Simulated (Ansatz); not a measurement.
Frontier orbitals of CH₆OSSi, SMILES `OCS[SiH3]`.

Total charge 0; spin multiplicity 1. The structure was optimised at the PBE0-D4/def2-TZVP level. It is one conformer, not always the lowest. Basis def2-TZVPP, Ansatz.

```json
{"functional": "PBE", "HOMO (eV)": "-6.06", "LUMO (eV)": "-0.97", "gap (eV)": "5.09"}
{"functional": "revPBE", "HOMO (eV)": "-6.01", "LUMO (eV)": "-0.86", "gap (eV)": "5.15"}
{"functional": "PBE0", "HOMO (eV)": "-7.29", "LUMO (eV)": "-0.10", "gap (eV)": "7.19"}
{"functional": "r2SCAN0", "HOMO (eV)": "-7.47", "LUMO (eV)": "0.11", "gap (eV)": "7.58"}
{"functional": "HSE06 (plane-wave form)", "HOMO (eV)": "-6.89", "LUMO (eV)": "-0.48", "gap (eV)": "6.41"}
{"functional": "BHLYP", "HOMO (eV)": "-8.39", "LUMO (eV)": "0.79", "gap (eV)": "9.18"}
{"functional": "CAM-B3LYP", "HOMO (eV)": "-8.62", "LUMO (eV)": "0.90", "gap (eV)": "9.52"}
{"functional": "ωB97X-V", "HOMO (eV)": "-9.65", "LUMO (eV)": "1.94", "gap (eV)": "11.59"}
{"functional": "ωB97M-V", "HOMO (eV)": "-9.49", "LUMO (eV)": "1.64", "gap (eV)": "11.13"}
```

A quarter of exact exchange (PBE0) shifts PBE's HOMO by −1.23 eV and its LUMO by +0.87 eV; full exchange at long range (ωB97M-V) shifts them by −3.43 and +2.61 eV. The gap opens from 5.09 to 11.13 eV, since occupied levels lose self-interaction and empty ones feel all the electrons. A positive LUMO is unbound and depends on the basis.
